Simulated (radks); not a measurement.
Results of a calculation; reference values are marked as such.
Q: The iodine anion I-, [Xe], held by a Watson sphere: a shell of charge +0.78 at radius R that stands for the Madelung well of a crystal (potential energy -0.78/R inside, -0.78/r outside, in hartree with lengths in bohr). Code: a radial shooting solver on a logarithmic mesh with Libxc functionals. Model: scalar-relativistic Kohn-Sham, PBEsol, spin-polarised, spherical densities, point nucleus. Response by self-consistent Sternheimer equations with the Hartree and adiabatic LDA kernel, the relativistic mass of each level held fixed and spin-orbit coupling left out. The sphere does not respond.

R (bohr)  e(4d) (eV)  e(5s) (eV)  e(5p) (eV)  <r> 5p (bohr)  sum of <r^2> (bohr^2)  X-ray form factor at sin(theta)/lambda = 0.3 1/angstrom  alpha (bohr^3)
4.54         -46.567     -14.215      -4.372          2.653                  76.43                                                   36.650           59.73
4.63         -46.513     -14.154      -4.311          2.656                  76.58                                                   36.651           60.51
4.79         -46.417     -14.048      -4.204          2.661                  76.83                                                   36.651           61.86
4.91         -46.346     -13.971      -4.126          2.664                  77.00                                                   36.652           62.84
5.04         -46.271     -13.890      -4.044          2.668                  77.18                                                   36.652           63.86
5.38         -46.081     -13.688      -3.839          2.675                  77.57                                                   36.653           66.35
5.74         -45.892     -13.490      -3.639          2.681                  77.91                                                   36.653           68.70
5.76         -45.882     -13.479      -3.628          2.681                  77.93                                                   36.653           68.82

Estimate the row for R = 3.15 bohr.

A: e(4d) (eV) -47.414; e(5s) (eV) -15.305; e(5p) (eV) -5.408; <r> 5p (bohr) 2.573; sum of <r^2> (bohr^2) 72.84; X-ray form factor at sin(theta)/lambda = 0.3 1/angstrom 36.627; alpha (bohr^3) 46.24.
